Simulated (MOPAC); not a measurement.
MOPAC input (PM6):

```
PM6 PRECISE GNORM=0.05 LET XYZ UHF MS=0.5 GEO-OK AUX(PRECISION=9) THREADS=1
ClI2Si

Cl   -0.29492400 1    2.57264200 1   -0.12549500 1
Si   -0.06421200 1    0.67406200 1    0.65860900 1
I     2.08477000 1   -0.27089000 1   -0.10518500 1
I    -1.97321000 1   -0.73235100 1   -0.02853400 1
```

Output:

```
 *******************************************************************************
 **                                                                           **
 **                              MOPAC v23.2.5                                **
 **                                                                           **
 *******************************************************************************
 ** MOPAC's Digital Object Identifier: https://doi.org/10.5281/zenodo.6511958 **
 **                                                                           **
 ** Please cite the open-source release paper for use of this MOPAC version:  **
 ** J. E. Moussa and J. J. P. Stewart (2026)                                  **
 ** MOPAC: An open-source semiempirical molecular orbital program             **
 ** J. Open Source Softw., 11(119), 8025, https://doi.org/10.21105/joss.08025 **
 *******************************************************************************

                              PM6 CALCULATION RESULTS

 *******************************************************************************
 *  PM6        - The PM6 Hamiltonian to be used
 *  GEO-OK     - OVERRIDE INTERATOMIC DISTANCE AND OTHER SAFETY CHECKS
 *  UHF        - UNRESTRICTED HARTREE-FOCK CALCULATION
 *  MS=        - IN MECI, MAGNETIC COMPONENT OF SPIN =  0.5
 *  LET        - OVERRIDE SOME SAFETY CHECKS
 *  PRECISE    - TIGHTER CRITERIA TO BE USED
 *  XYZ        - CARTESIAN COORDINATE SYSTEM TO BE USED
 *  GNORM      - EXIT WHEN GRADIENT NORM DROPS BELOW 0.050
 *  AUX        - OUTPUT AUXILIARY INFORMATION
 *******************************************************************************
PM6 PRECISE GNORM=0.05 LET XYZ UHF MS=0.5 GEO-OK AUX(PRECISION=9) THREADS=1
 ClI2Si

   ATOM   CHEMICAL          X               Y               Z
  NUMBER   SYMBOL      (ANGSTROMS)     (ANGSTROMS)     (ANGSTROMS)

     1      Cl         -0.29492400  *   2.57264200  *  -0.12549500  *
     2      Si         -0.06421200  *   0.67406200  *   0.65860900  *
     3       I          2.08477000  *  -0.27089000  *  -0.10518500  *
     4       I         -1.97321000  *  -0.73235100  *  -0.02853400  *

          CARTESIAN COORDINATES

    NO.       ATOM           X           Y           Z

     1        Cl         -0.2949      2.5726     -0.1255
     2        Si         -0.0642      0.6741      0.6586
     3         I          2.0848     -0.2709     -0.1052
     4         I         -1.9732     -0.7324     -0.0285

 General Reference for PM6:
 "Optimization of Parameters for Semiempirical Methods V: Modification of NDDO Approximations
 and Application to 70 Elements", J. J. P. Stewart, J. Mol. Mod., 13, 1173-1213 (2007)
 URL: https://link.springer.com/article/10.1007/s00894-007-0233-4

           Empirical Formula: Cl Si I2  =     4 atoms

      MOLECULAR POINT GROUP   :   Cs

          UHF CALCULATION, NO. OF ALPHA ELECTRONS =   13
                           NO. OF BETA  ELECTRONS =   12

          Geometry optimization using EF

          DIAGONAL MATRIX USED AS START HESSIAN

 CYCLE:     1  GRAD.:    42.609 HEAT: -14.85711
 CYCLE:     2  GRAD.:    30.919 HEAT: -19.86814
 CYCLE:     3  GRAD.:    17.007 HEAT: -23.76248
 CYCLE:     4  GRAD.:    10.279 HEAT: -25.25388
 CYCLE:     5  GRAD.:     1.826 HEAT: -25.50580
 CYCLE:     6  GRAD.:     0.458 HEAT: -25.51272
 CYCLE:     7  GRAD.:     0.143 HEAT: -25.51376
 CYCLE:     8  GRAD.:     0.108 HEAT: -25.51385
 CYCLE:     9  GRAD.:     0.107 HEAT: -25.51393
 CYCLE:    10  GRAD.:     0.048 HEAT: -25.51396

     GRADIENT =  0.04812 IS LESS THAN CUTOFF =  0.05000

 -------------------------------------------------------------------------------
 PM6 PRECISE GNORM=0.05 LET XYZ UHF MS=0.5 GEO-OK AUX(PRECISION=9) THREADS=1
 ClI2Si

     GEOMETRY OPTIMISED USING EIGENVECTOR FOLLOWING (EF).
     SCF FIELD WAS ACHIEVED

                              PM6 CALCULATION
                                                       MOPAC v23.2.5 Linux

          FINAL HEAT OF FORMATION =        -25.51396 KCAL/MOL =    -106.75043 KJ/MOL

          COSMO AREA              =        151.75 SQUARE ANGSTROMS
          COSMO VOLUME            =        150.34 CUBIC ANGSTROMS

          GRADIENT NORM           =          0.04812          =       0.02406 PER ATOM
          IONIZATION POTENTIAL    =          7.771280 EV
          ALPHA SOMO LUMO (EV)    =         -7.771 -2.248
          BETA  SOMO LUMO (EV)    =         -9.595 -2.283
          NO. OF ALPHA ELECTRONS  =         13
          NO. OF BETA  ELECTRONS  =         12
          MOLECULAR WEIGHT        =        317.3475         POINT GROUP:  C2v

          MOLECULAR DIMENSIONS (Angstroms)

            Atom       Atom       Distance
            I     4    I     3     4.00323
           Cl     1    I     3     3.17124
           Si     2   Cl     1     0.00002

          SCF CALCULATIONS        =         11

   ATOM   CHEMICAL          X               Y               Z
  NUMBER   SYMBOL      (ANGSTROMS)     (ANGSTROMS)     (ANGSTROMS)

     1      Cl         -0.30055830  *   2.65027234  *   0.04355677  *
     2      Si         -0.06556353  *   0.58280348  *   0.03764865  *
     3       I          2.04603524  *  -0.27455020  *  -0.00303381  *
     4       I         -1.93086140  *  -0.72679100  *   0.07208556  *

                             CARTESIAN COORDINATES

   1   Cl       -0.300558304     2.650272337     0.043556773
   2   Si       -0.065563530     0.582803481     0.037648652
   3    I        2.046035240    -0.274550204    -0.003033808
   4    I       -1.930861404    -0.726790998     0.072085562

           Empirical Formula: Cl Si I2  =     4 atoms

      MOLECULAR POINT GROUP   :   C2v

          ALPHA EIGENVALUES
 -26.52853 -22.90999 -22.90352 -17.76411 -13.20804 -12.62045 -12.53825 -11.10717
 -11.06735 -11.02439 -10.50496 -10.09291  -7.77128  -2.24839  -1.79522  -1.66729
   0.90145   1.02627   1.09930   1.34131   1.81383  88.53768  88.65535  88.69877
  89.11451  89.11482 109.16511 109.64908 109.65369 110.35152 110.37375 110.44031
 110.44150 110.75486 110.86572 111.11211

           BETA EIGENVALUES
 -26.38074 -21.64563 -21.56235 -17.35138 -12.72074 -12.47195 -12.44512 -10.90435
 -10.68773 -10.19740 -10.13950  -9.59520  -2.28326  -1.65370  -1.09773  -0.61586
   0.89532   1.03091   1.14890   1.47152   1.87753  88.62293  88.71326  88.74903
  89.09145  89.09217 109.81482 110.17682 110.27228 110.57955 110.58463 110.70850
 110.71358 111.15324 111.18450 111.60683

              NET ATOMIC CHARGES AND DIPOLE CONTRIBUTIONS

  ATOM NO.   TYPE          CHARGE      No. of ELECS.   s-Pop       p-Pop       d-Pop
    1         Cl          -0.178375        7.1784     1.99430     5.18211     0.00196
    2         Si           0.423998        3.5760     1.56365     1.52565     0.48670
    3          I          -0.122811        7.1228     1.87042     5.24984     0.00255
    4          I          -0.122811        7.1228     1.87042     5.24984     0.00255
 DIPOLE           X         Y         Z       TOTAL
 POINT-CHG.     0.056    -0.493    -0.001     0.496
 HYBRID        -0.009     0.081     0.000     0.081
 SUM            0.047    -0.413    -0.001     0.415

          ATOMIC ORBITAL ELECTRON POPULATIONS

     Atom    s        px        py        pz      x^2-y^2     xz        z^2       yz        xy
    1 Cl   1.99430   1.87054   1.47105   1.84053   0.00088   0.00002   0.00035   0.00022   0.00049
    2 Si   1.56365   0.57813   0.57208   0.37545   0.15160   0.06002   0.09107   0.06401   0.12000
    3  I   1.87042   1.61153   1.80889   1.82942   0.00088   0.00037   0.00039   0.00006   0.00084
    4  I   1.87042   1.67853   1.74186   1.82945   0.00064   0.00029   0.00040   0.00014   0.00107

                    (SZ)    =    0.500000
                    (S**2)  =    0.774334

          ATOMIC ORBITAL SPIN POPULATIONS

    Atom   Total    s     px     py     pz   x^2-y^2  xz     z^2    yz     xy
         Atomic
    1 Cl  0.0321  0.000 -0.016  0.058 -0.010  0.000 -0.000 -0.000  0.000  0.000
    2 Si  0.3402  0.365 -0.076 -0.002  0.004 -0.006 -0.003  0.068 -0.001 -0.008
    3  I  0.3139  0.008  0.256  0.045  0.005  0.000  0.000 -0.000  0.000  0.000
    4  I  0.3139  0.008  0.198  0.102  0.005  0.000  0.000 -0.000  0.000 -0.000

 **********************
 *                    *
 * JOB ENDED NORMALLY *
 *                    *
 **********************

 == MOPAC DONE ==
```

The geometry given is a B3LYP-D3(BJ)/def2-TZVP minimum.
